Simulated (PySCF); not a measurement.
Si(Br)(Me)(OH)2 (CH₅BrO₂Si), SMILES C[Si](O)(O)Br. Coordinates come from a B3LYP-D3(BJ)/def2-SVP optimisation. One conformer was computed; it need not be the lowest.

**Question.** Give the equilibrium geometry at B3LYP-D3(BJ)/def2-SVP (PySCF confirms it by a frequency run) as bond lengths and angles. (An estimate is asked for; the answer gives what the named calculation found.)

**Answer.** Several could match; the one computed here: 
Atoms: C1 Si2 O3 O4 Br5 H6 H7 H8 H9 H10. Bonded distances (Å): C1–Si2 1.851, C1–H6 1.100, C1–H7 1.102, C1–H8 1.100, Si2–O3 1.659, Si2–O4 1.651, Si2–Br5 2.265, O3–H9 0.964, O4–H10 0.965. Angles (°): Si2–C1–H6 110.4, Si2–C1–H7 109.8, Si2–C1–H8 110.7, H6–C1–H7 108.6, H6–C1–H8 108.6, H7–C1–H8 108.7, C1–Si2–O3 114.0, C1–Si2–O4 107.5, C1–Si2–Br5 109.2, O3–Si2–O4 109.5, O3–Si2–Br5 106.0, O4–Si2–Br5 110.6, Si2–O3–H9 117.0, Si2–O4–H10 117.1.
Charge 0, spin multiplicity 1.
